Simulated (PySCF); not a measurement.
## How methods differ on the ionisation energy of La⁴²⁺

La⁴²⁺ [Ne] 3s2 3p3 (4S) → La⁴³⁺ [Ne] 3s2 3p2 (3P), as a difference of total energies. All numbers are calculated (PySCF 2.14, scalar relativity by spin-free X2C-1e, in an uncontracted even-tempered set (18 s from 8.4 bohr⁻², ratio 2.5; 12 p from 11 bohr⁻², ratio 2.5; 4 d from 44 bohr⁻², ratio 2.7; 4 f from 66 bohr⁻², ratio 2.7)). Correlated levels: outer shells: 1s2 frozen; virtual orbitals above 40 to 60 times the deepest correlated orbital energy dropped. The calculations carry no spin-orbit coupling.

```json
{"method": "UHF", "ionisation energy (eV)": "3268.3"}
{"method": "LDA", "ionisation energy (eV)": "3268.5"}
{"method": "PBE", "ionisation energy (eV)": "3269.1"}
{"method": "PBE0", "ionisation energy (eV)": "3269.3"}
{"method": "r2SCAN", "ionisation energy (eV)": "3270.2"}
{"method": "BP86", "ionisation energy (eV)": "3269.4"}
{"method": "TPSSh", "ionisation energy (eV)": "3269.3"}
{"method": "MP2 (outer shells)", "ionisation energy (eV)": "3268.8"}
{"method": "SCS-MP2 (outer shells)", "ionisation energy (eV)": "3268.5"}
```

Spin-orbit coupling is strong in these open shells (close to jj coupling). The scalar numbers leave it out and a first-order estimate fails, so it can dominate the gap to the real levels.

The ground level that NIST lists for one species does not belong to the high-spin term computed here, so part of any gap is the choice of state.

Breit and QED terms and the two-electron picture change are absent.

For comparison: 3222 ± 4 eV (theoretical estimate listed by NIST; NIST Atomic Spectra Database, ionization energies).
